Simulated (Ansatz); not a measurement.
Kohn–Sham single points on GeH3O, SMILES `[O][GeH3]` radical.

```yaml
crystal:
  periodic: [false, false, false]
  atoms:
    - {symbol: O, position_ang: [-1.443947, 0.418578, 0.777294]}
    - {symbol: Ge, position_ang: [0.072258, -0.056317, -0.056877]}
    - {symbol: H, position_ang: [-0.162214, -0.091173, -1.574727]}
    - {symbol: H, position_ang: [0.547956, -1.418134, 0.471541]}
    - {symbol: H, position_ang: [1.035746, 1.073447, 0.341368]}
basis:
  gaussian: {orbitals: def2-TZVPP}
magnetization: {spin_polarized: true, initial_magnetization: 1}
hamiltonian: {xc: {name: r2SCAN0}, dispersion: d4}
output: {orbitals: {seedname: orbitals}}
```

```sh
$ ansatz run in.yaml --threads 2 --pin off --events-out ev --progress --plain
```

Output, abridged:

```
Functional definition: r2SCAN0
729 factors; their error is unknown
mean field evaluation 1: about -58604.1491 eV, gradient 3.7e1 eV
mean field evaluation 2: about -58572.0550 eV, gradient 9.2e1 eV
mean field evaluation 4: about -58610.5270 eV, gradient 3.3e0 eV
mean field evaluation 8: about -58610.5984 eV, gradient 1.5e-1 eV
mean field evaluation 16: about -58610.8744 eV, gradient 6.4e-4 eV
mean field evaluation 32: about -58610.8744 eV, gradient 8.4e-6 eV
mean field -58610.87443007 eV, -2153.9099074274 hartree, gradient 8.4e-6 eV, S^2 0.755890; 1 other end points of the search recorded, 0 dependent functions left out
reference -58610.87443793 eV, -2153.9099077165 hartree; 22, 21 occupied and 99, 100 virtual orbitals, 729 factors
Total energy: -58610.88860655 eV, -2153.9104284036 hartree
```

Run time 12 s (2 threads of a server CPU on a shared host); peak host memory 0.39 GiB.

Changing it to `hamiltonian: {xc: {name: wB97M-V}}` and forces (abridged; 32 s):

```
Functional definition: wB97M-V
mean field evaluation 16: about -58608.8234 eV, gradient 2.0e-3 eV
mean field -58608.82335562 eV, -2153.8345318318 hartree, gradient 1.7e-8 eV, S^2 0.754118; 1 other end points of the search recorded, 0 dependent functions left out
Total energy: -58608.82339125 eV, -2153.8345331413 hartree
Atom 0 force    -0.095027     0.022227     0.047393 eV/Å
Atom 1 force     0.234060    -0.037751    -0.105713 eV/Å
Atom 2 force     0.005528    -0.001689     0.131715 eV/Å
Atom 3 force    -0.055159     0.111705    -0.043147 eV/Å
Atom 4 force    -0.089402    -0.094491    -0.030248 eV/Å
Dipole moment:     0.359282    -0.114692    -0.199067 e Å
```

Changing it to `hamiltonian: {xc: {name: B3LYP}, dispersion: d4}` and forces (abridged; 8.5 s):

```
Functional definition: B3LYP
mean field evaluation 16: about -58614.3197 eV, gradient 2.1e-3 eV
mean field -58614.31971281 eV, -2154.0365192328 hartree, gradient 2.7e-8 eV, S^2 0.753978; 1 other end points of the search recorded, 0 dependent functions left out
Total energy: -58614.40848796 eV, -2154.0397816597 hartree
Atom 0 force    -0.168889     0.060956     0.098143 eV/Å
Atom 1 force     0.133320    -0.076624    -0.095959 eV/Å
Atom 2 force     0.005380     0.004908    -0.015586 eV/Å
Atom 3 force     0.012993    -0.009317     0.006350 eV/Å
Atom 4 force     0.017195     0.020077     0.007052 eV/Å
Dipole moment:     0.369668    -0.111513    -0.200610 e Å
```

Changing it to `hamiltonian: {xc: pbe0, dispersion: d4}` (abridged; 6 s):

```
Functional definition: PBE0
mean field evaluation 16: about -58603.4983 eV, gradient 5.2e-4 eV
mean field evaluation 32: about -58603.4983 eV, gradient 7.9e-6 eV
mean field -58603.49834332 eV, -2153.6388412393 hartree, gradient 7.9e-6 eV, S^2 0.754218; 1 other end points of the search recorded, 0 dependent functions left out
Total energy: -58603.54311943 eV, -2153.6404867308 hartree
```

Changing it to `hamiltonian: {xc: hse06, dispersion: d4}` (abridged; 6.5 s):

```
Functional definition: HSE06
mean field evaluation 16: about -58603.4095 eV, gradient 4.4e-4 eV
mean field evaluation 32: about -58603.4095 eV, gradient 6.7e-6 eV
mean field -58603.40947608 eV, -2153.6355754285 hartree, gradient 6.7e-6 eV, S^2 0.754245; 1 other end points of the search recorded, 0 dependent functions left out
Total energy: -58603.45097593 eV, -2153.6371005198 hartree
```

The same input with `hamiltonian: {xc: r2scan, dispersion: d4}` and forces (abridged; 26 s):

```
Functional definition: r2SCAN
mean field evaluation 16: about -58611.6718 eV, gradient 1.3e-4 eV
mean field evaluation 32: about -58611.6718 eV, gradient 7.1e-8 eV
mean field -58611.67181368 eV, -2153.9392107348 hartree, gradient 5.6e-8 eV, S^2 0.755468; 4 other end points of the search recorded, 0 dependent functions left out
Total energy: -58611.68381497 eV, -2153.9396517741 hartree
Atom 0 force     0.078579    -0.005061    -0.030553 eV/Å
Atom 1 force    -0.066401    -0.027100     0.005471 eV/Å
Atom 2 force     0.022524     0.012028     0.050333 eV/Å
Atom 3 force    -0.000155     0.054405    -0.015015 eV/Å
Atom 4 force    -0.034547    -0.034272    -0.010235 eV/Å
Dipole moment:     0.362942    -0.106463    -0.195001 e Å
```

B3LYP takes the VWN-RPA correlation (the form of Gaussian; ORCA's B3LYP/G).

HSE06 is the plane-wave form, built on full-range PBE exchange.
